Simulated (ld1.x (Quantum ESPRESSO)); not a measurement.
**What one change does to a pseudopotential (platinum, PAW)**

| Quantity | Value |
| --- | --- |
| Element | platinum (Pt) |
| Generator | ld1.x (Quantum ESPRESSO) 7.5 |
| Type | PAW |
| Functional | PBE |
| Relativity | scalar-relativistic |
| Frozen core | [Xe] 4f14 |
| Valence charge | 10 |
| Reference configuration | 5d9 6s0.5 6p0.5 |
| Partial waves | 6s (bound): rcut 2.25, rcutus 2.45 bohr; 6s channel at 0.25 Ry: rcut 2.25, rcutus 2.45 bohr; 6p (bound): rcut 2.20, rcutus 2.80 bohr; 6p channel at 0.65 Ry: rcut 2.20, rcutus 2.80 bohr; 5d (bound): rcut 1.70, rcutus 2.15 bohr; 5d channel at 0.15 Ry: rcut 1.70, rcutus 2.15 bohr |
| Local potential | all-electron potential smoothed inside 1.70 bohr (lloc = -1) |
| Core correction | a·sin(br)/r model core, default radius (ld1.x builds one for every PAW set, though the input has nlcc=.false.) |
| Augmentation charge | BESSEL, radius 1.85 bohr |

Change: wave 5d channel at 0.15 Ry: rcut 1.70, rcutus 2.15 bohr becomes 5d channel at -0.31 Ry: rcut 1.70, rcutus 2.15 bohr.

Cutoffs: the cutoffs (Ry, on a coarse ladder) from which the occupation-weighted sum of valence levels, in a spherical-Bessel basis at the reference potential, stays within 10 and 1 mRy of its value at 400 Ry; they do not see the model core or the augmentation charge, which bear on the density cutoff. Errors are all-electron minus pseudo energies relative to the spin-unpolarised reference configuration.

Task: How do hardness, ghosts and transferability respond?

Result: The potential gets neither clearly harder nor softer (25 Ry and 40 Ry → 25 Ry and 40 Ry); both files keep a bound ghost (p, s); of the 7 tests that both files solve, the error grows in 2 and shrinks in 2 by more than 15 % and 0.3 meV (median size 19.2 → 24.7 meV).

| quantity | base | changed |
| --- | --- | --- |
| cutoff, loose | 25 Ry | 25 Ry |
| cutoff, tight | 40 Ry | 40 Ry |
| bound ghosts | s, p | s, p |
| error for 5d9 6s1 6p0, meV [ΔE -2.46 eV] | +1.5 | +1.1 |
| error for 5d9 6s0 6p0, meV [ΔE 6.73 eV] | +3.3 | +0.1 |
| error for 5d8 6s0 6p0, meV [ΔE 26.70 eV] | -44 | -56 |
| error for 5d8 6s1 6p0, meV [ΔE 8.71 eV] | -28 | -31 |
| error for 5d8 6s1 6p1, meV [ΔE 4.11 eV] | -19 | -25 |
| error for 5d9 6s0 6p1, meV [ΔE 2.59 eV] | -0.9 | -1.2 |
| error for 5d6 6s0 6p0, meV [ΔE 104.57 eV] | -814 | -817 |
| s: phases at 3.04 bohr within 0.05 rad from the reference energy up to (Ry; the scan ends near 5) | 3.1 | 3.1 |
| p: phases at 3.04 bohr within 0.05 rad from the reference energy up to (Ry; the scan ends near 5) | 4.2 | 4.2 |
| d: phases at 3.04 bohr within 0.05 rad from the reference energy up to (Ry; the scan ends near 5) | to the end of the scan | to the end of the scan |
| lowest overlap eigenvalue by channel | s 0.28, p 0.44, d 1.00 | s 0.28, p 0.44, d 0.93 |

 A true bound ghost makes a file unfit for plane-wave use even where its test errors are small: the radial tests pick states by their node count and pass the ghost by.
